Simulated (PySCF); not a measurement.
Isomers of C3H13PSi2, one GFN2-xTB conformer each. Single-point energies are computed at PBE0/pcSseg-1 (PySCF, gas phase, no added dispersion term), electronic only.

Problem. Rank them by PBE0/pcSseg-1 energy, lowest first (kJ/mol).
A. `C[Si](C)(C)P[SiH3]`
B. `[CH3:1][SiH:2]([CH3:3])[Si@H:4]([CH3:5])[PH2:6]` with C1–Si2–Si4–C5 -33°, Si2–Si4–P6–H 48° and -45°

Solution. A (0.0), B (29.8).

As drawn, the higher has an Si–Si bond, which the lower lacks. GFN2-xTB itself gives, in the same order: 0.0, 50.1. Both levels put the same isomer lowest.

Problem. Which frontier levels, dipoles and rotational constants go with these structures?

Solution. 
| SMILES | HOMO (eV, PBE0/pcSseg-1) | LUMO (eV) | dipole (D) | A, B, C (MHz) |
| --- | --- | --- | --- | --- |
| C[Si](C)(C)P[SiH3] | -6.98 | 0.50 | 1.57 | 2421, 1063, 991.7 |
| C[SiH](C)[Si@H](C)P | -6.99 | 0.03 | 1.75 | 2332, 1011, 783.5 |
